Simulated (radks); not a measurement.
The numbers below are computed, except where a source is named.
Species: Fe14+. Configuration: [Ne] 3s2.

Code: a radial shooting solver on a logarithmic mesh with Libxc functionals. Model: non-relativistic Kohn-Sham, r2SCAN, spin-unpolarised, spherical densities, point nucleus; meta-GGA in the generalised Kohn-Sham scheme.

Energy parts (eV):
total: -31958.859
kinetic: 31946.159
electron-nucleus: -70176.716
Hartree: 7431.699
exchange-correlation: -1160.001

Orbitals (lengths in bohr, moments of r in powers of bohr; r(max) is where P^2 peaks):
\begin{tabular}{lrrrrr}
orbital & occ. & eigenvalue (eV) & <r^4> & <r^2> & r(max) \\ \hline
1s & 2 & -7404.972 & 0.00005617 & 0.004688 & 0.03896 \\
2s & 2 & -1241.349 & 0.01189 & 0.08325 & 0.2237 \\
2p & 6 & -1131.593 & 0.008730 & 0.06627 & 0.1797 \\
3s & 2 & -438.4292 & 0.4250 & 0.5392 & 0.6424 \\
3p & 0 & -403.5512 & 0.4271 & 0.5314 & 0.6286 \\
4s & 0 & -209.1836 & 5.050 & 1.897 & 1.293 \\
\end{tabular}

The highest occupied level is 3s at -438.43 eV. The density falls to 0.001 e/bohr^3 at r = 1.55 bohr. Summed over all electrons, <r^2> = 1.652 bohr^2, which gives a Langevin (diamagnetic) susceptibility term of -1.31 x 10^-6 cm^3/mol. Virial ratio -V/T = 2.00040.
